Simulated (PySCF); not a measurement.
A PySCF script (with the pyscf-properties extension) for the NMR shieldings of `[AlH2][CH]1CCC2(CC1)CC2`, C₈H₁₅Al, on a GFN2-xTB geometry:

```python
import basis_set_exchange as bse
import numpy as np
from pyscf import gto, dft
from pyscf.prop import nmr

atoms = """
Al    3.422320    0.218104   -0.110762
C     1.596763   -0.535557    0.253580
C     0.794646   -0.840939   -1.022406
C    -0.653794   -1.191043   -0.676230
C    -1.291587   -0.058227    0.101410
C    -0.527506    0.273140    1.366948
C     0.920740    0.616131    1.022086
C    -2.784280    0.085138    0.093244
C    -1.931213    1.063329   -0.662514
H     3.855386    1.493296    0.661587
H     4.428393   -0.307371   -1.166340
H     1.532014   -1.433859    0.890248
H     0.803784    0.036592   -1.678863
H     1.257213   -1.667695   -1.569198
H    -1.222242   -1.386530   -1.588174
H    -0.669941   -2.101167   -0.068741
H    -1.002894    1.108155    1.886675
H    -0.543631   -0.592739    2.035983
H     0.939646    1.523418    0.403814
H     1.486540    0.836740    1.936186
H    -3.366553   -0.627037   -0.472007
H    -3.273177    0.424555    0.994161
H    -1.844749    2.068050   -0.276173
H    -1.937612    1.015281   -1.741288
"""
names = dict.fromkeys(["Al", "C", "H"], "pcSseg-1")
basis = {el: gto.basis.parse(bse.get_basis(n, elements=[el], fmt="nwchem")) for el, n in names.items()}
mol = gto.M(atom=atoms, basis=basis, charge=0, verbose=0)
mf = dft.RKS(mol, xc="PBE0")
mf.grids.level = 2
mf.grids.alignment = dft.numint.BLKSIZE   # the property module wants whole blocks of grid points
mf.conv_tol = 1e-9
mf.kernel()

calc = nmr.RKS(mf)   # GIAO
C = mf.mo_coeff
Co = C[:, mf.mo_occ > 0]
resp = mf.gen_response(singlet=True, hermi=2)
def vind(x):   # induced exchange potential for any number of trial vectors
    d = np.einsum("pi,xij,qj->xpq", C, 2 * x.reshape(-1, C.shape[1], Co.shape[1]), Co, optimize=True)
    return np.einsum("xpq,pi,qj->xij", resp(d - d.transpose(0, 2, 1)), C, Co, optimize=True).ravel()
mo1, _ = nmr.rhf.solve_mo1(calc, with_cphf=vind)
sigma = calc.kernel(mo1)
for i, s in enumerate(sigma):   # ppm
    w = np.linalg.eigvalsh((s + s.T) / 2)
    print("%2d %-2s iso %8.1f  s11 %8.1f  s22 %8.1f  s33 %8.1f" % (i, mol.atom_pure_symbol(i), w.mean(), *w))
```

Task: Give the expected output.

Result: 
```
 0 Al iso    266.5  s11    208.5  s22    234.0  s33    357.1
 1 C  iso    157.0  s11    139.2  s22    157.0  s33    174.8
 2 C  iso    156.0  s11    150.0  s22    158.4  s33    159.5
 3 C  iso    144.9  s11    135.8  s22    143.0  s33    155.8
 4 C  iso    165.4  s11    132.7  s22    162.9  s33    200.5
 5 C  iso    144.5  s11    135.6  s22    143.2  s33    154.8
 6 C  iso    149.5  s11    143.4  s22    151.6  s33    153.3
 7 C  iso    171.9  s11    135.5  s22    177.9  s33    202.3
 8 C  iso    173.0  s11    135.8  s22    178.1  s33    205.1
 9 H  iso     26.3  s11     23.9  s22     25.0  s33     30.1
10 H  iso     26.1  s11     23.6  s22     24.1  s33     30.6
11 H  iso     30.9  s11     27.6  s22     29.0  s33     36.2
12 H  iso     30.4  s11     26.1  s22     29.9  s33     35.1
13 H  iso     29.7  s11     24.0  s22     27.9  s33     37.2
14 H  iso     30.8  s11     25.6  s22     30.2  s33     36.7
15 H  iso     29.9  s11     25.6  s22     28.5  s33     35.6
16 H  iso     30.8  s11     25.6  s22     30.1  s33     36.6
17 H  iso     29.9  s11     25.7  s22     28.4  s33     35.5
18 H  iso     30.1  s11     25.7  s22     29.8  s33     34.7
19 H  iso     29.5  s11     24.0  s22     27.9  s33     36.6
20 H  iso     31.5  s11     25.5  s22     28.4  s33     40.5
21 H  iso     31.5  s11     25.5  s22     28.4  s33     40.5
22 H  iso     31.5  s11     26.4  s22     28.0  s33     40.0
23 H  iso     31.5  s11     26.5  s22     28.1  s33     40.0
```

These numbers come from an equivalent density-fitted implementation of the same equations, which agrees with the script to about 0.01 ppm for H and up to a few tenths of a ppm for heavy atoms, so last digits may differ.

Size and cost of the density-fitted run: 235 basis functions, 110 s wall time on 1 thread of an Arm Neoverse N1, shared host; peak memory 1.1 GiB.
